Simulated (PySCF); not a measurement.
C4H4N (SMILES c1cc[n-]c1), charge -1, singlet, geometry from GFN2-xTB; HF/def2-SV(P) (PySCF).

The PySCF input:
```python
from pyscf import gto, scf

mol = gto.Mole()
mol.atom = '''
    N     0.001351    0.001733    1.217511
    C    -0.015005    1.069239    0.393193
    C     0.015881   -1.068115    0.396201
    C    -0.011181    0.700295   -0.939771
    C     0.009098   -0.702967   -0.937796
    H    -0.029086    2.075704    0.802425
    H     0.030873   -2.073411    0.808265
    H    -0.021643    1.356719   -1.804030
    H     0.017643   -1.361849   -1.800204
'''
mol.basis = 'def2-sv(p)'
mol.charge = -1
mol.spin = 0
mol.verbose = 5
mol.build()

mf = scf.RHF(mol)
mf.kernel()
mf.analyze()
```

Question: What does PySCF print? Leave out banner, timings and long lists.

Answer: 
```
PySCF version 2.14.0

[INPUT] verbose = 5
[INPUT] max_memory = 4000
[INPUT] num. atoms = 9
[INPUT] num. electrons = 36
[INPUT] charge = -1
[INPUT] spin (= nelec alpha-beta = 2S) = 0
[INPUT] symmetry False subgroup None
[INPUT] Mole.unit = angstrom
[INPUT] Symbol           X                Y                Z      unit          X                Y                Z       unit  Magmom
[...]
[INPUT] ---------------- BASIS SET ----------------
[INPUT] l, kappa, [nprim/nctr], expnt,             c_1 c_2 ...
[INPUT] H
[...]
                                1.9622572         0.13796524
                                0.44453796        0.47831935
[...]
[INPUT] N
[...]
                                257.64812677      -0.040221581118
                                58.458245853      -0.1793114499
                                16.198367905      -0.46376317823
                                5.0052600809      -0.44171422662
[...]
                                2.9257372874      -0.21807045028
                                0.79927750754     -0.51294466049
[...]
[INPUT] C
[...]
                                186.29004992      0.040638409211
                                42.251176346      0.18025593888
                                11.676557932      0.46315121755
                                3.5930506482      0.44087173314
[...]
                                2.0103545142      0.21117025112
                                0.54771004707     0.51328172114
[...]
nuclear repulsion = 152.622198273376
number of shells = 38
number of NR pGTOs = 136
number of NR cGTOs = 78
basis = def2-sv(p)
ecp = {}

******** <class 'pyscf.scf.hf.RHF'> ********
method = RHF
initial guess = minao
damping factor = 0
level_shift factor = 0
DIIS = <class 'pyscf.scf.diis.CDIIS'>
diis_start_cycle = 1
diis_space = 8
diis_damp = 0
SCF conv_tol = 1e-09
SCF conv_tol_grad = None
SCF max_cycles = 50
direct_scf = True
direct_scf_tol = 1e-13
Set gradient conv threshold to 3.16228e-05
Initial guess from minao.
E1 = -581.6928800499627  E2 = 219.6585660941834  Ecoul = 249.02831257722315  Exc = -29.369746483039734
init E= -209.412115682403
cond(S) = 7372.373153445167
[...]
  mo_energy =
[-15.61228977 -11.31460238 -11.3097118  -11.30600962 -11.30523097
  -1.77419433  -1.25601601  -1.18840109  -0.78727428  -0.749956
  -0.66129565  -0.48666498  -0.45109114  -0.41403482  -0.41309857
  -0.29895275  -0.24303373  -0.1795211    0.11818348   0.1420861
   0.16033641   0.20679933   0.20994024   0.21209524   0.31424565
   0.33705117   0.38569172   0.4793609    0.49033023   0.53088664
   0.57723833   0.58326498   0.65963545   0.67945161   0.70492025
   0.70804926   0.72834337   0.77385796   0.79446169   0.82811083
   0.87689229   0.88618568   0.89289646   0.93701576   0.94893346
   1.00139475   1.00707871   1.06767662   1.17066318   1.22272707
   1.35477672   1.39245014   1.50816408   1.5716851    1.5980397
   1.65470769   1.83265147   1.84506227   1.88113082   2.08364172
   2.16190873   2.26773308   2.29521186   2.30830015   2.36555616
   2.43664774   2.48700825   2.53511807   2.58610099   2.75732396
   2.88640978   2.92389426   3.0057554    3.06206104   3.06325165
   3.23298999   3.37162129   3.54937144]
E1 = -592.8441810343231  E2 = 232.2461264648453  Ecoul = 261.28515972355723  Exc = -29.039033258711925
cycle= 1 E= -207.975856296102  delta_E= 1.44  |g|= 0.435  |ddm|= 3.25
[...]
  mo_energy =
[-15.11889342 -10.98077356 -10.98071925 -10.94560257 -10.94456444
  -0.95597917  -0.74481199  -0.70337275  -0.51035095  -0.49995529
  -0.45191464  -0.30448938  -0.28732548  -0.27946958  -0.2766396
  -0.11042795  -0.06129999  -0.05079148   0.37272482   0.39892167
   0.40977127   0.41620795   0.46077285   0.48027278   0.61601222
   0.6351561    0.65952305   0.74689688   0.74764602   0.81782058
   0.84375597   0.84413976   0.94339573   0.98091656   0.9823431
   1.01711523   1.04961523   1.08994946   1.10259567   1.11639289
   1.15257971   1.21099546   1.22137285   1.2627088    1.26437117
[...]
converged SCF energy = -208.042104396859
Total Energy =                        -208.042104396859401
[...]
0 N 3s          -0.00000  -0.05026  -0.00000
0 N 2px         -0.00011  -0.00001   0.00053
0 N 2py          0.00796  -0.00002  -0.03649
0 N 2pz         -0.00001  -0.01140   0.00005
0 N 3px         -0.00083  -0.00002  -0.00267
0 N 3py          0.05710  -0.00003   0.18495
0 N 3pz         -0.00008  -0.01954  -0.00026
0 N 3dxy        -0.00021   0.01505  -0.00089
0 N 3dyz        -0.19319   0.00202  -0.81723
0 N 3dz^2        0.00047   0.52525   0.00199
0 N 3dxz         0.00279   0.00041   0.01181
0 N 3dx2-y2      0.00028   0.52047   0.00118
1 C 1s           0.00000  -0.00031   0.00038
1 C 2s           0.00573   0.01554  -0.01890
1 C 3s           0.03016   0.00582  -0.00846
1 C 2px         -0.00012   0.00004  -0.00042
1 C 2py          0.00737  -0.00181   0.02690
1 C 2pz         -0.01466   0.00890  -0.02668
1 C 3px          0.00087   0.00004  -0.00029
1 C 3py         -0.05969  -0.00450   0.01830
1 C 3pz          0.00891  -0.01825  -0.02387
1 C 3dxy         0.00360   0.00233   0.00406
1 C 3dyz        -0.20861  -0.24154   0.31344
1 C 3dz^2        0.27791   0.35658   0.05211
1 C 3dxz         0.00341   0.00409  -0.00457
1 C 3dx2-y2      0.13267   0.09018   0.12829
2 C 1s          -0.00000  -0.00031  -0.00038
2 C 2s          -0.00573   0.01554   0.01890
2 C 3s          -0.03016   0.00582   0.00846
2 C 2px         -0.00009  -0.00002  -0.00036
2 C 2py          0.00742   0.00183   0.02697
2 C 2pz          0.01464   0.00890   0.02660
2 C 3px          0.00085  -0.00008  -0.00024
2 C 3py         -0.05971   0.00445   0.01837
2 C 3pz         -0.00874  -0.01826   0.02381
2 C 3dxy        -0.00405   0.00286  -0.00338
2 C 3dyz        -0.21035   0.24354   0.31282
2 C 3dz^2       -0.27689   0.35539  -0.05364
2 C 3dxz         0.00265  -0.00292  -0.00448
2 C 3dx2-y2     -0.13206   0.08949  -0.12919
3 C 1s          -0.00000  -0.00003  -0.00004
3 C 2s          -0.00850  -0.00468  -0.00207
3 C 3s          -0.03194   0.00234   0.01360
3 C 2px          0.00008   0.00008   0.00018
3 C 2py         -0.00571  -0.00608  -0.01336
3 C 2pz         -0.00524  -0.00635  -0.01094
3 C 3px         -0.00065  -0.00050   0.00066
3 C 3py          0.03892   0.03543  -0.04510
3 C 3pz         -0.07455   0.00861   0.00425
3 C 3dxy         0.00117   0.00094  -0.00230
3 C 3dyz        -0.56201  -0.15644   0.06240
3 C 3dz^2        0.04150   0.03691  -0.12024
3 C 3dxz         0.00813   0.00229  -0.00104
3 C 3dx2-y2      0.06232   0.03872  -0.08190
4 C 1s           0.00000  -0.00003   0.00004
4 C 2s           0.00850  -0.00468   0.00207
4 C 3s           0.03194   0.00234  -0.01360
4 C 2px          0.00009  -0.00009   0.00020
4 C 2py         -0.00569   0.00607  -0.01332
4 C 2pz          0.00526  -0.00637   0.01097
4 C 3px         -0.00048   0.00052   0.00065
4 C 3py          0.03913  -0.03541  -0.04511
4 C 3pz          0.07444   0.00871  -0.00412
4 C 3dxy        -0.00239   0.00128   0.00243
4 C 3dyz        -0.56238   0.15673   0.06322
4 C 3dz^2       -0.03876   0.03615   0.11993
4 C 3dxz         0.00812  -0.00224  -0.00077
4 C 3dx2-y2     -0.06070   0.03827   0.08171
5 H 1s           0.00937   0.00517  -0.00453
5 H 2s          -0.04332  -0.03706   0.01161
6 H 1s          -0.00937   0.00517   0.00453
6 H 2s           0.04332  -0.03706  -0.01161
7 H 1s          -0.01447  -0.00384   0.00204
7 H 2s           0.06717   0.01704  -0.01521
8 H 1s           0.01447  -0.00384  -0.00204
8 H 2s          -0.06717   0.01704   0.01521
 ** Mulliken pop on meta-lowdin orthogonal AOs  **
 ** Mulliken pop  **
 ** Mulliken atomic charges  **
charge of    0N =     -0.44628
charge of    1C =     -0.08739
charge of    2C =     -0.08739
charge of    3C =     -0.24887
charge of    4C =     -0.24887
charge of    5H =      0.02753
charge of    6H =      0.02753
charge of    7H =      0.03186
charge of    8H =      0.03186

WARN: System has nonzero charge -1; the dipole moment is origin-dependent.
Location of origin: [0. 0. 0.]

Dipole moment(X, Y, Z, Debye): -0.00198, -0.00254, -1.78291
```
